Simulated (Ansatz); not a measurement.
Consider the ligand exchange at the Si–N bond: `N[SiH](Cl)N[SiH3]` + H–F → `N[SiH](F)Cl` + `N[SiH3]`.

Gas-phase electronic energies from Ansatz, PBE0-D4/def2-TZVP geometries. CCSD(T)/CBS is the MP2 limit (def2-TZVPP, def2-QZVPP) plus CCSD(T) − MP2 in def2-TZVPP, frozen cores. This one scheme is used for every species. DFT in def2-TZVPP. B3LYP here is the variant with VWN-RPA as its local correlation; programs differ in this. Each species was taken in one conformer, which may not be the lowest.

```
         level  ΔE (eV)
       PBE0-D4    -0.68
      B3LYP-D4    -0.74
          PBE0    -0.77
MP2/def2-TZVPP    -0.67
```

Problem. What does CCSD(T)/CBS give? (Best estimate.)

Solution. Computed: -0.69 eV. The listed levels differ from it by 0.01, -0.05, -0.08, 0.02 eV.

Largest T1 diagnostic among the species: 0.010.

In def2-TZVPP, CCSD(T) changes the Hartree–Fock value by +0.24 eV (the triples alone add +0.04 eV) and MP2 by +0.27 eV. The D4 term adds +0.16 eV with B3LYP and +0.09 eV with PBE0; it sums over pairs of atoms, weighted by their polarisabilities, and B3LYP, whose exchange is more repulsive, gets the larger term.
